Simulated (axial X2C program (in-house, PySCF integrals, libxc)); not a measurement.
# NbN⁺: from Re and ωe to a spectrum

A bond curve at the PW91 level, two-component, was computed with an axial X2C code built on PySCF integrals (basis Nb dyall-cv3z [11s12p9d5f3g], N dyall-av3z [7s7p3d2f] (cores contracted in-house)) for the state Ω = 3/2 (⟨Sz⟩ = -0.50, ⟨Lz⟩ = 2.00 at PW91). Its fit gives Re = 1.6275 Å, ωe = 1122.6 cm⁻¹, ωexe = 3.76 cm⁻¹ and αe = 2.417e-03 cm⁻¹; the masses are 92.9064 and 14.0031 u. Two-component means X2C with spin–orbit coupling and atomic mean-field Coulomb and Gaunt terms.

Q: Find the reduced mass, Be and the force constant.

A: From the PW91 values: μ = 12.1690 u. Be = 16.8576/(μ Re²) = 0.523 cm⁻¹. k = 5.8918×10⁻⁷ μ ωe² = 9.04 mdyn/Å.

Q: A Morse curve ties αe to the other constants (Pekeris). How well does that hold?

A: αe(Morse) = 6Be²/ωe × (√(ωexe/Be) − 1) = 2.458e-03 cm⁻¹; the PW91 curve gives 2.417e-03 cm⁻¹, a ratio of 1.02.

Q: Where do the fundamental and the first overtone lie?

A: ν(1←0) = ωe − 2ωexe = 1115.1 cm⁻¹; ν(2←0) = 2ωe − 6ωexe = 2222.6 cm⁻¹.

Q: Estimate the centrifugal constant by the Kratzer relation.

A: D = 4Be³/ωe² = 4.54e-07 cm⁻¹.

Occupations by symmetry block were frozen at the best pattern of an incomplete PBE0 search. Density functionals use the spin component along the axis (collinear). The functionals have no current-density term, which raises determinants with orbital currents, atoms included.
